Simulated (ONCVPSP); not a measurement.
# Pseudopotential generation for helium (He): ONCV, PW91, scalar-relativistic.

* Element: He
* Generator: ONCVPSP 4.0.1
* Type: optimised norm-conserving Vanderbilt (ONCV)
* Functional: PW91
* Relativity: scalar-relativistic
* Frozen core: none
* Valence charge: 2
* Reference configuration: 1s0.5 (charge +1.5)
* Partial waves: 1s: rc 0.60 bohr, ncon 5, nbas 9, qcut 10 1/bohr, local; p scattering state at 0.04 Ha: rc 0.65 bohr, ncon 4, nbas 9, qcut 15.2 1/bohr, 2 projectors, debl 0.9 Ha
* Local potential: the s channel
* Core correction: none

All-electron outer shells of the reference configuration (PW91, scalar-relativistic, ld1.x):

```csv
shell,level (eV),outermost node (bohr),outermost maximum (bohr)
1s,-52.38,–,0.48
```

**Question.** Does the generator finish with these settings?

**Answer.** Yes, a potential is produced and its reference levels are reproduced.

**Question.** Estimate the cutoffs (Ha) at which the residual kinetic energy of the hardest occupied pseudo-wave falls to 1 and 0.1 mHa per electron.

**Answer.** 269 Ha and 576 Ha.

**Question.** Does the potential have ghost states?

**Answer.** No bound ghost flagged; no localised positive-energy state flagged.

**Question.** Tests: 1s2; 1s1; 1s1.5. Which has the largest error in its energy relative to the reference configuration, and how large is it?

**Answer.** 1s2, with +30 meV (all-electron minus pseudo) on -49.99 eV.
